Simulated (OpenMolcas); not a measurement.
An atom or ion with 48 electrons was computed by XMS-CASPT2, IPEA 0.25 Eh, imaginary shift 0.1 Eh with spin-orbit coupling (OpenMolcas, ANO-RCC-VTZP, DKH2). The lowest levels that the run gave, each within 12 % of the measured value where one is at hand:

```json
{"J": "0", "Parity": "even", "E (cm⁻¹)": "0.0", "g": ""}
{"J": "0", "Parity": "odd", "E (cm⁻¹)": "66340", "g": ""}
{"J": "1", "Parity": "odd", "E (cm⁻¹)": "68420", "g": "1.495"}
{"J": "2", "Parity": "odd", "E (cm⁻¹)": "73600", "g": "1.501"}
{"J": "1", "Parity": "odd", "E (cm⁻¹)": "95820", "g": "1.006"}
{"J": "0", "Parity": "even", "E (cm⁻¹)": "154630", "g": ""}
{"J": "2", "Parity": "even", "E (cm⁻¹)": "155510", "g": "1.078"}
{"J": "1", "Parity": "even", "E (cm⁻¹)": "158480", "g": "1.501"}
{"J": "2", "Parity": "even", "E (cm⁻¹)": "164520", "g": "1.423"}
{"J": "0", "Parity": "even", "E (cm⁻¹)": "183770", "g": ""}
```

Q: Which ion is it, and what are the configurations and terms?

A: Sb³⁺ (Z = 51, charge +3; active space 2 electrons in 4 orbitals (5s 5p)). J, parity and g give the terms where levels are pure, and mixed ones are named by the computed weights; the size of the splittings, set against known spectra of the 48-electron sequence, gives the charge. In order, with the measured energies in cm⁻¹ (Moore, Atomic Energy Levels, vol. III, NSRDS-NBS 35 (1971 reprint of NBS Circular 467, 1958)): 5s² ¹S₀, 5s 5p ³P°₀, 5s 5p ³P°₁ (66700), 5s 5p ³P°₂ (72560), 5s 5p ¹P°₁ (95952), 5p² ³P₀ (152076), 5p² ¹D₂ (155956), 5p² ³P₁ (156388), 5p² ³P₂ (163524), 5p² ¹S₀.

CASPT2 does not keep the components of a term degenerate, so their means are used; among the terms shown or strongly mixed into the levels shown the widest spread is 560 cm-1 (5p² ¹D). Over all roots computed the reference weight is 0.80 to 0.95; the roots of lowest weight are the least certain, and an intruder state may touch them. The ¹D term of p² mixes with s d, which this space lacks. Measured partners are found by configuration, term and J. A level has none where our copy of the source lacks it or the pairing is in doubt (some pairs that miss far off the trend of their configuration count as doubtful), and it then counts in no deviation. Only configurations of the active space appear.

° marks odd parity.
